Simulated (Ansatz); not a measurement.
The cluster Mg₂Al₄O₈. Total charge 0; singlet. Geometry PBE-D4/def2-SVP, basis def2-TZVP, Ansatz.

```xyz
14

Mg   -1.5241   -1.0550    0.9756
Mg   -0.0778    1.5369    1.2934
Al   -2.4120   -0.0570   -1.2010
Al    0.0815   -0.2314   -1.4421
Al    2.3173    1.0095   -0.0985
Al    1.1877   -1.0483    1.1566
O     2.7573   -0.4158    0.8729
O     1.6344    0.5331   -1.6262
O    -1.3330   -0.4212   -2.5111
O    -3.2058   -0.9836   -0.0086
O     1.5968    2.2707    0.8071
O    -1.1193    0.8008   -0.2148
O    -0.0708   -0.3259    2.1691
O     0.1678   -1.6128   -0.1724
```

```
run  HOMO (eV)  LUMO (eV)
  A      -7.72      -2.43
  B      -7.26      -2.99
  C      -7.50      -2.67
  D      -6.26      -3.04
  E      -5.99      -3.46
```

B3LYP takes the VWN-RPA correlation. The structure comes from a short search, and lower isomers may exist.

Question: The runs used B3LYP, PBE, PBE0, r2SCAN, r2SCAN0. Estimate which is which.

Answer: A r2SCAN0 (25 % exact exchange); B B3LYP (20 % exact exchange); C PBE0 (25 % exact exchange); D r2SCAN (0 % exact exchange); E PBE (0 % exact exchange). Exact exchange lowers occupied and raises empty levels; among semilocal functionals meta-GGAs tend to open the gap a little, and such runs are hard to tell apart. The gap grows from 2.53 eV (PBE) to 5.29 eV (r2SCAN0).
